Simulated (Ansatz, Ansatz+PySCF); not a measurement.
```xyz
2

H     0.0000    0.0000   -1.6564
F     0.0000    0.0000    0.1840
```

Basis set: cc-pVDZ (spherical functions). Frozen core: 1 orbital. Charge 0, multiplicity 1.

Computed with Ansatz (development build ahead of 0.2.0); each method stands on the lowest determinant of its kind that the runs found. Restricted open shells among the atoms or ions are ROHF, correlated in semicanonical orbitals with singles. Restricted functionals stand beside restricted open-shell atoms, which can lie above the unrestricted atoms usual in DFT and then raise those values.

Question: Give the atomization energy at this shape (free ground-state atoms in the same class of orbitals less the molecule, no zero-point energy) of singlet HF by ωB97X (unrestricted), r²SCAN (unrestricted), ωB97X (restricted), r²SCAN (restricted), PBE (unrestricted), PBE (restricted), PBE0 (unrestricted), PBE0 (restricted), UHF-CCSDT(Q), RHF-CCSD(T), UHF-CCSD(T), RHF-MP2, UHF-MP2, UHF, RHF.

Answer:

```json
{"method": "ωB97X (unrestricted)", "atomization energy": "76.9 kJ/mol"}
{"method": "r²SCAN (unrestricted)", "atomization energy": "109.1 kJ/mol"}
{"method": "ωB97X (restricted)", "atomization energy": "49.6 kJ/mol"}
{"method": "r²SCAN (restricted)", "atomization energy": "84.5 kJ/mol"}
{"method": "PBE (unrestricted)", "atomization energy": "132.1 kJ/mol"}
{"method": "PBE (restricted)", "atomization energy": "128.5 kJ/mol"}
{"method": "PBE0 (unrestricted)", "atomization energy": "89.2 kJ/mol"}
{"method": "PBE0 (restricted)", "atomization energy": "54.3 kJ/mol"}
{"method": "UHF-CCSDT(Q)", "atomization energy": "94.8 kJ/mol"}
{"method": "RHF-CCSD(T)", "atomization energy": "93.9 kJ/mol"}
{"method": "UHF-CCSD(T)", "atomization energy": "81.6 kJ/mol"}
{"method": "RHF-MP2", "atomization energy": "52.4 kJ/mol"}
{"method": "UHF-MP2", "atomization energy": "31.4 kJ/mol"}
{"method": "UHF", "atomization energy": "12.0 kJ/mol"}
{"method": "RHF", "atomization energy": "-209.9 kJ/mol"}
```

Caution: the shape is not the minimum. Caution for ωB97X (unrestricted), r²SCAN (unrestricted), PBE0 (unrestricted): the unrestricted determinant is spin contaminated. Caution for ωB97X (restricted), r²SCAN (restricted), PBE0 (restricted), RHF-CCSD(T), RHF-MP2, RHF: an unrestricted determinant lies well below. Caution for UHF-CCSDT(Q), UHF-CCSD(T), UHF-MP2: a plain start can end on a higher determinant. Caution for UHF-CCSDT(Q), RHF-CCSD(T), UHF-CCSD(T), RHF-MP2, UHF-MP2: large amplitudes, a single reference is doubtful. Caution for UHF-CCSDT(Q), RHF-CCSD(T): the amplitudes may be one of several solutions. Caution for UHF-CCSDT(Q), UHF-CCSD(T), UHF-MP2, UHF: the unrestricted determinant is a mixture of spin states. Caution for UHF-CCSD(T), UHF-MP2: another reference gives a lower total. Caution for RHF: the molecule lies well above its atoms at this level.
